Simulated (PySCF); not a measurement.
# Electron correlation in P⁺ (phosphorus, charge +1)

[Ne] 3s2 3p2, high-spin 3P determinant. All numbers are calculated (PySCF 2.14, the non-relativistic Hamiltonian (point nucleus), in def2-SVP). Frozen: [Ne]; 4 electrons correlated.

MP2 pair energies summed by pair of shells (mhartree):

```json
{"pair": "3s-3p", "energy": "-29.63", "share (%)": "59.7"}
{"pair": "3s-3s", "energy": "-14.95", "share (%)": "30.1"}
{"pair": "3p-3p", "energy": "-5.09", "share (%)": "10.2"}
```

Total MP2 correlation energy: -49.67 mhartree.

Same-spin part -8.00 and opposite-spin part -41.67 mhartree; SCS-MP2 scales them by 1/3 and 6/5 to -52.67 mhartree.

```csv
level,correlation energy (mhartree)
CCSD,-69.80
(T),-0.95
CCSD(T),-70.75
```

Diagnostics: T1 = 0.0083, D1 = 0.0204, largest double amplitude 0.109.

Question: Is a single reference adequate?

Answer: Mostly. T1 lies below 0.03, but a double amplitude of this size points to a near-degeneracy that CCSD handles and MP2 describes poorly.
